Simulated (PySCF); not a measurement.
Species: C5H4F2.
Cartesian coordinates in Å at the GFN2-xTB level; atoms count from 1:
```xyz
11
C5H4F2 angstrom
C      2.2096    1.1002   -0.7338
C      1.4884    0.2152   -0.3617
C      0.6963   -0.8627    0.0975
F      1.3926   -1.9875    0.3722
C     -0.6259   -0.8574    0.2525
C     -1.4869    0.3221   -0.0470
F     -2.3550    0.5569    0.9938
H      2.8204    1.8877   -1.0626
H     -1.1233   -1.7412    0.6225
H     -0.8975    1.2335   -0.1896
H     -2.1133    0.1359   -0.9298
```

Level of theory: TDDFT PBE0/def2-SVPD, vertical, gas phase, core orbitals frozen in the response (PySCF).

Transition dipole moments from the ground state, in atomic units and in the frame of the coordinates above (overall signs are arbitrary), for the states with f of 0.002 or more among the lowest 7:

```csv
state,E (eV),μx,μy,μz
S1,5.564,1.048,0.300,-0.242
S2,5.729,-0.857,-0.264,0.163
S3,5.827,0.317,0.110,-0.075
S4,6.972,-0.786,-0.020,0.067
S5,7.220,-0.133,-0.001,-0.121
S6,7.444,0.099,0.042,0.013
S7,7.616,0.624,0.209,-0.225
```

Problem. Work out the oscillator strengths.

Solution. f = (2/3) ΔE |μ|² with ΔE in hartree (27.2114 eV).

```json
{"state": "S1", "|μ|² (au)": "1.247", "|μ| (D)": "2.84", "f": "0.170"}
{"state": "S2", "|μ|² (au)": "0.830", "|μ| (D)": "2.32", "f": "0.116"}
{"state": "S3", "|μ|² (au)": "0.118", "|μ| (D)": "0.87", "f": "0.017"}
{"state": "S4", "|μ|² (au)": "0.622", "|μ| (D)": "2.01", "f": "0.106"}
{"state": "S5", "|μ|² (au)": "0.032", "|μ| (D)": "0.46", "f": "0.006"}
{"state": "S6", "|μ|² (au)": "0.012", "|μ| (D)": "0.28", "f": "0.002"}
{"state": "S7", "|μ|² (au)": "0.484", "|μ| (D)": "1.77", "f": "0.090"}
```

Problem. Which bond between heavy atoms lies closest to the direction of the S1 transition dipole?

Solution. C3–C5, at 17° from it; next C1–C2 at 34°.

Problem. What angle do the transition dipoles of S1 and S3 make?

Solution. |cos θ| = |μa·μb| / (|μa| |μb|) = 1.00, so θ ≈ 3° (taken between 0 and 90°, since the signs are arbitrary).

Problem. How is the summed strength of these states shared among x, y and z?

Solution. (2/3) Σ ΔE μα² gives 0.450 for x, 0.032 for y and 0.025 for z, 0.508 in all.

Problem. What peak molar absorption coefficient would the strongest computed level give as a lone Gaussian band 0.5 eV wide at half height?

Solution. ε(max) = 2.175×10⁸ f / FWHM, with the width in cm⁻¹. S1: 2.175×10⁸ × 0.1700 / 4033 ≈ 9200 L mol⁻¹ cm⁻¹.

One conformer stands for the species.
